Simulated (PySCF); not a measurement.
GeH₂FCl, SMILES [F][GeH2][Cl]. Heavy atoms are numbered as in [GeH2:1]([F:2])[Cl:3]. Hydrogens are named by the atom that carries them.

The structure is a stationary point at B3LYP-D3(BJ)/def2-TZVP.

All values below come from KT2/pcSseg-2 run with PySCF.

GIAO shieldings, no solvent; atoms alike by connectivity are averaged. δ = σ(ref) − σ: ⁷³Ge against GeH4 (σ = 1672.1 ppm); ¹⁹F against CFCl3 (σ = 125.1 ppm); ³⁵Cl against HCl (σ = 945.0 ppm); ¹H against TMS (σ = 31.47 ppm), references at their B3LYP-D3(BJ)/def2-TZVP geometries, non-relativistic (without spin–orbit terms, shifts of atoms bonded to Cl or Br come out too high).

| nucleus | atoms | count | δ (ppm) |
|---|---|---|---|
| ⁷³Ge | Ge1 (GeH2) | 1 | 385.6 |
| ¹⁹F | F2 | 1 | -212.1 |
| ³⁵Cl | Cl3 | 1 | 77.8 |
| ¹H | H on Ge1 | 2 | 6.68 |
